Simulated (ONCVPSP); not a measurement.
Building the ONCV potential for iron (Fe) (PBEsol, fully relativistic).

| Item | Value |
| --- | --- |
| Element | Fe (Z = 26) |
| Generator | ONCVPSP 4.0.1 |
| Type | optimised norm-conserving Vanderbilt (ONCV) |
| Functional | PBEsol |
| Relativity | fully relativistic |
| Frozen core | [Ne] |
| Valence charge | 16 |
| Reference configuration | 3s2 3p6 3d6 4s2 |
| Partial waves | 3s+4s: rc 1.15 bohr, ncon 3, nbas 6, qcut 11 1/bohr, 2 projectors; 3p: rc 1.10 bohr, ncon 4, nbas 9, qcut 15.8 1/bohr, 3 projectors, debl 1.8 Ha; 3d: rc 1.75 bohr, ncon 3, nbas 8, qcut 8.2 1/bohr, 2 projectors, debl 1 Ha |
| Local potential | polynomial inside 0.85 bohr (lpopt 5, dvloc0 1 Ha) |
| Core correction | none |

Open shells are filled in proportion to 2j + 1.

In the p channel the program set the typed energies aside and used -2.183, 0.250, 2.050 Ha (j = l + 1/2; the other j can differ).

All-electron outer shells of the reference configuration (PBEsol, scalar-relativistic, ld1.x):

| shell | level (eV) | outermost node (bohr) | outermost maximum (bohr) |
| --- | --- | --- | --- |
| 2p | -697.99 | – | 0.18 |
| 3s | -93.77 | 0.33 | 0.70 |
| 3p | -59.92 | 0.30 | 0.72 |
| 3d | -7.53 | – | 0.71 |
| 4s | -5.31 | 1.00 | 2.41 |

Estimate the cutoffs (Ha) at which the residual kinetic energy of the hardest occupied pseudo-wave falls to 1 and 0.1 mHa per electron.

50 Ha and 70 Ha.

What does a ghost test show?

No bound ghost flagged; no localised positive-energy state flagged.

Which valence shell sets the plane-wave cutoff?

3p: 50 Ha for 1 mHa per electron, against 42 Ha for 3s.

Tests: 3s2 3p6 3d6 4s1; 3s2 3p6 3d6 4s0; 3s2 3p6 3d5 4s0; 3s1 3p6 3d6 4s2. Which has the largest error in its energy relative to the reference configuration, and how large is it?

3s1 3p6 3d6 4s2, with -384 meV (all-electron minus pseudo) on +101.63 eV.
